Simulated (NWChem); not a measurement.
Species: ZnH2O2; SMILES [OH][Zn][OH]

```xyz
5

Zn     0.0000     0.0000     0.0066
O      0.0484     1.7648    -0.0711
H     -0.6143     2.2049     0.4703
O     -0.0484    -1.7648    -0.0711
H      0.6143    -2.2049     0.4703
```
Atoms are numbered in this order, from 1.

Computed with NWChem. All runs use the structure optimised with PBE0/def2-SVP. B3LYP is NWChem's, with the RPA form of VWN correlation.

Task: Taking B3LYP/aug-cc-pVTZ as the yardstick, which of these has the fewest basis functions while keeping “dipole (D)” within 0.05 D of it: B3LYP/cc-pVDZ; B3LYP/cc-pVTZ; B3LYP/aug-cc-pVDZ?

Result: B3LYP/aug-cc-pVDZ (a larger set in the list lies outside the tolerance).
| level | basis functions | dipole (D) |
|---|---|---|
| B3LYP/cc-pVDZ | 81 | 1.73 |
| B3LYP/aug-cc-pVDZ | 123 | 1.65 |
| B3LYP/cc-pVTZ | 156 | 1.74 |
| B3LYP/aug-cc-pVTZ | 231 | 1.66 |

The yardstick is one finite set, not the basis-set limit.
